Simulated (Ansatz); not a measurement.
`C[Se][Al]([F])[Cl]` + H₂ → `[F][Al]([Cl])[SeH]` + CH₄ at 298.15 K and 1 bar (hydrogenolysis of the Se–C bond).

Calculated with Ansatz (gas phase, PBE0-D4/def2-TZVP geometries, no zero-point term in ΔE). CCSD(T)/CBS is the MP2 limit (def2-TZVPP, def2-QZVPP) plus CCSD(T) − MP2 in def2-TZVPP, frozen cores. This one scheme is used for every species. For Se outer-core shells are correlated without core-valence functions, which leaves a few kJ/mol of doubt a bond. Scalar relativity is left out up to krypton. One conformer a species, not always the lowest.

```json
{"species": "`C[Se][Al]([F])[Cl]`", "CCSD(T)/CBS energy (Eh)": "-3242.34628", "H − E (kJ/mol)": "135.2", "S (J/(mol·K))": "387.9"}
{"species": "H₂", "CCSD(T)/CBS energy (Eh)": "-1.17544", "H − E (kJ/mol)": "35.1", "S (J/(mol·K))": "130.4"}
{"species": "`[F][Al]([Cl])[SeH]`", "CCSD(T)/CBS energy (Eh)": "-3203.08897", "H − E (kJ/mol)": "51.4", "S (J/(mol·K))": "340.7"}
{"species": "CH₄", "CCSD(T)/CBS energy (Eh)": "-40.46206", "H − E (kJ/mol)": "127.4", "S (J/(mol·K))": "186.2"}
```

H − E and S are ideal-gas, rigid-rotor, harmonic terms from PBE0-D4/def2-TZVP, for one conformer and one mirror image of each species. For small species the MP2-based limit differs from directly extrapolated CCSD(T) by up to some mEh (0.8 for H₂); such offsets cancel only in part. 1 Eh = 2625.50 kJ/mol, R = 8.31446 J/(mol·K).

Q: By hand: ΔE, ΔH, ΔS and ΔG.

A: ΔE = (-3203.08897) + (-40.46206) − (-3242.34628) − (-1.17544) = -0.02931 Eh = -77.0 kJ/mol. Δ(H − E) = 51.4 + 127.4 − 135.2 − 35.1 = 8.5, so ΔH = -68.5 kJ/mol. ΔS = 340.7 + 186.2 − 387.9 − 130.4 = 8.6 J/(mol·K). ΔG = -68.5 − 298.15 × (8.6)/1000 = -71.1 kJ/mol.

Q: By hand: the equilibrium constant, and the temperature at which ΔG would vanish if ΔH and ΔS stayed fixed.

A: log₁₀ K = −ΔG/(RT ln 10) = 12.5. ΔH and −TΔS have one sign here, so there is no such temperature.

The number of gas molecules stays the same, so ΔS is small and ΔH decides. A doubt of 5 kJ/mol in ΔE shifts log₁₀ K by 0.9 here. Other conformers and mirror images would add mixing entropy, several J/(mol·K) or more a flexible species. Modes under 60 cm⁻¹, often nearly free rotors, make the harmonic entropy too high. These are equilibria of isolated gas molecules and say nothing of rates. Largest T1 diagnostic: 0.010 (customary marks: 0.02 for closed shells, 0.045 for open ones).

ΔS is within the doubt of such terms, so its sign, and with it that verdict, could turn.
